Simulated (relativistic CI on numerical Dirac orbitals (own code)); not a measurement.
# Pd⁵⁺: resonant inelastic scattering at the M2,3 edge

Computed with this model: Dirac-Coulomb-Breit CI, orbitals from a KLI potential per configuration, model QED (radiative potential, 1s self-energy scaled to tabulated hydrogen-like ionisation energies), Kramers-Heisenberg scattering through one core-hole configuration in a parametric crystal field, unscaled Slater integrals; configurations [Kr] 4d5 → [Ne] 3s2 3p5 3d10 4s2 4p6 4d6; 300 K; core-hole width 1.2 eV; summed over polarisations. Incident energies are the highest absorption maxima for each field (at most a few, so the weaker spin-orbit partner edge can be absent), on the computed scale of the free ion. Intensities are in per cent of the strongest line above 0.02 eV; levels within 1 cm⁻¹ are merged; final levels count from the ground level, the first row holds all elastic scattering, lines under 0.4 are left out and each table stops after 24 rows. The scale of the Slater integrals is a model choice and moves the terms in proportion.

Field parameters in Wybourne normalisation: Oh B⁴₀ = 21Dq, B⁴₄ = √(5/14) B⁴₀. The field is a parameter set, without covalency.

S is read from ⟨S²⟩ = S(S + 1).

Oh, 10Dq = 8500 cm⁻¹:

```csv
Final level (eV),Degeneracy,Irrep,S,544 eV,572.3 eV
0.000,6,Γ7+Γ8,2.49,2850.4,322.5
3.244,2,Γ7,1.42,35.1,12.3
3.342,4,Γ8,1.49,79.9,33.1
3.378,4,Γ8,1.49,40.8,6.3
3.443,2,Γ6,1.49,28.6,10.2
3.761,2,Γ7,1.46,7.2,7.8
3.826,4,Γ8,1.47,30.0,24.2
3.919,2,Γ6,1.49,8.4,6.2
3.938,4,Γ8,1.49,17.4,10.3
4.044,4,Γ8,1.46,14.6,6.2
4.066,2,Γ7,1.47,8.8,4.8
4.102,6,Γ6+Γ8,1.49,50.7,22.5
4.538,2,Γ7,0.69,1.1,0.8
4.616,4,Γ8,1.49,100.0,21.3
4.689,2,Γ6,1.49,38.5,29.0
4.739,4,Γ8,1.04,43.0,38.8
4.871,2,Γ7,1.45,32.0,34.5
4.879,4,Γ8,1.17,45.1,27.0
4.934,2,Γ7,1.43,29.7,42.2
4.942,4,Γ8,1.44,45.5,51.5
5.033,2,Γ6,1.48,13.6,15.4
5.246,4,Γ8,0.63,5.0,5.3
5.393,2,Γ7,0.72,5.3,2.8
5.406,4,Γ8,1.33,56.0,56.9
```

Oh, 10Dq = 19250 cm⁻¹:

| Final level (eV) | Degeneracy | Irrep | S | 542.6 eV | 544.8 eV | 571.3 eV |
| --- | --- | --- | --- | --- | --- | --- |
| 0.000 | 2 | Γ7 | 2.47 | 2827.3 | 1610.0 | 255.0 |
| 0.001 | 4 | Γ8 | 2.48 | 125.4 | 56.7 | 25.0 |
| 1.646 | 2 | Γ7 | 0.98 | 55.7 | 12.7 | 14.3 |
| 2.003 | 4 | Γ8 | 1.27 | 100.0 | 28.7 | 43.6 |
| 2.157 | 4 | Γ8 | 1.49 | 68.5 | 24.9 | 27.3 |
| 2.230 | 2 | Γ6 | 1.50 | 10.5 | 6.5 | 16.0 |
| 2.454 | 2 | Γ7 | 1.24 | 33.9 | 8.8 | 10.8 |
| 2.473 | 4 | Γ8 | 1.00 | 49.0 | 25.0 | 32.3 |
| 3.011 | 2 | Γ7 | 1.44 | 9.6 | 23.7 | 14.6 |
| 3.018 | 2 | Γ6 | 1.49 | 7.1 | 24.3 | 26.2 |
| 3.032 | 4 | Γ8 | 1.48 | 24.8 | 48.1 | 41.0 |
| 3.067 | 4 | Γ8 | 1.41 | 26.7 | 48.4 | 37.8 |
| 3.804 | 4 | Γ8 | 1.00 | 18.7 | 15.4 | 5.4 |
| 3.951 | 2 | Γ7 | 1.19 | 17.0 | 9.5 | 8.1 |
| 4.004 | 2 | Γ6 | 1.21 | 7.0 | 6.1 | 5.3 |
| 4.066 | 2 | Γ7 | 0.82 | 12.0 | 7.3 | 11.5 |
| 4.081 | 4 | Γ8 | 1.40 | 35.8 | 19.7 | 23.5 |
| 4.320 | 4 | Γ8 | 1.12 | 12.7 | 9.9 | 2.9 |
| 4.375 | 2 | Γ6 | 1.03 | 18.7 | 5.9 | 9.1 |
| 4.452 | 4 | Γ8 | 1.33 | 50.3 | 37.9 | 26.8 |
| 4.499 | 4 | Γ8 | 0.78 | 4.2 | 7.5 | 2.7 |
| 4.528 | 2 | Γ6 | 1.40 | 33.9 | 21.0 | 20.8 |
| 4.536 | 2 | Γ7 | 0.91 | 2.9 | 4.3 | 1.8 |
| 4.661 | 4 | Γ8 | 1.45 | 97.5 | 40.8 | 61.2 |

For the first field the strongest loss at the lowest incident energy is the level at 4.62 eV (S = 1.49, against 2.49 in the thermal ground state). Levels of other spin, the first over 8 % at 3.24 eV, appear because spin-orbit coupling of the core hole, and in heavier ions of the valence shell too, mixes spins.
